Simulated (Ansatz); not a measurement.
Cost and result up the ladder for Pb₂Se₃ (5 atoms). Charge 0, multiplicity 1. Geometry: PBE-D4/def2-SVP.

Cartesian coordinates in Å:
```
Pb -0.7515 0.4993 0.3248
Pb 2.1203 -1.4100 -0.9177
Se -2.6748 1.7805 1.1621
Se -0.2668 -2.1253 0.1873
Se 1.5728 1.2555 -0.7564
```

Ansatz on 4 threads of Arm Neoverse V1 on a shared host. Times are rough, and most runs start from the orbitals of an earlier one. r2SCAN0-D4/def2-TZVP serves as the yardstick here, not as an exact answer. Differences are given only for rows in sets of like size (and for xTB, whose basis is part of the method), since another set adds its own error. Binding counts from free atoms at the same level (Pb triplet, Se triplet; other spins of the atoms weren't run), without zero-point energy or a counterpoise term.

In the def2 sets Pb takes a core potential; there is no spin–orbit coupling. Correlated methods freeze 35 core orbitals; core or outer-core shells of Pb, Se are correlated, in sets that lack core-valence functions. The rows differ in basis, and correlated rows in double-zeta sets carry the largest basis error. Another isomer (singlet) lies 1.58 eV lower at PBE0-D4/def2-TZVP; other spin states weren't run for this one.

Correlated methods converge slowly with the basis, most of all in double-zeta sets.

| level | functions | binding energy per atom (eV) | difference from r2SCAN0-D4/def2-TZVP (eV) |
| --- | --- | --- | --- |
| r2SCAN0-D4/def2-TZVP | 244 | 2.32 | 0.00 |
| r2SCAN-D4/def2-TZVP | 244 | 2.48 | 0.17 |
| B97M-V/def2-TZVP | 244 | 2.50 | 0.18 |
| PBE-D4/def2-TZVP (with forces) | 244 | 2.64 | 0.32 |
| PBE0-D4/def2-TZVP | 244 | 2.45 | 0.13 |
| CCSD(T)/def2-SVP | 148 | 2.04 | – |

Estimate how long each takes.

PBE-D4/def2-TZVP (with forces) 6 s; r2SCAN-D4/def2-TZVP 12 s; PBE0-D4/def2-TZVP 13 s; r2SCAN0-D4/def2-TZVP 19 s; B97M-V/def2-TZVP 20 s; CCSD(T)/def2-SVP 73 s. On shared hardware such times vary by a factor of up to 3.
